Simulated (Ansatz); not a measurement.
A structure relaxed at r2SCAN-D4/def2-SVP in Ansatz, charge 0, singlet:

Cartesian coordinates in Å:
```
C -1.610 0.079 -0.318
C -1.365 0.310 -1.811
C -2.879 0.784 0.164
C 1.619 -0.241 0.130
C 1.458 -1.763 0.113
C 2.816 0.195 0.976
Ge -0.041 0.636 0.748
H -1.721 -1.008 -0.141
H -0.484 -0.242 -2.180
H -1.201 1.380 -2.029
H -2.233 -0.015 -2.411
H -3.762 0.445 -0.406
H -3.078 0.593 1.232
H -2.804 1.877 0.031
H 1.774 0.111 -0.908
H 0.632 -2.088 -0.541
H 1.256 -2.155 1.125
H 2.379 -2.255 -0.249
H 3.751 -0.266 0.608
H 2.957 1.288 0.963
H 2.695 -0.112 2.029
H -0.270 0.275 2.234
H 0.112 2.171 0.641
```

Question: Give its formula, name or SMILES and point group.

Answer: Ge(iPr)2H2 (C6H16Ge). Point group C2 (tolerance 0.1 Å).

Question: Summarise the bond lengths by kind (pairs closer than 1.2 times the sum of covalent radii, bridged metal pairs left out).

Answer: 4 × C–C 1.53 Å; 2 × C–Ge 1.98 Å; 14 × C–H 1.10 to 1.11 Å; 2 × Ge–H 1.55 Å.

Another isomer (singlet) lies 0.65 eV lower at PBE0-D4/def2-TZVP; other spin states weren't run for this one.
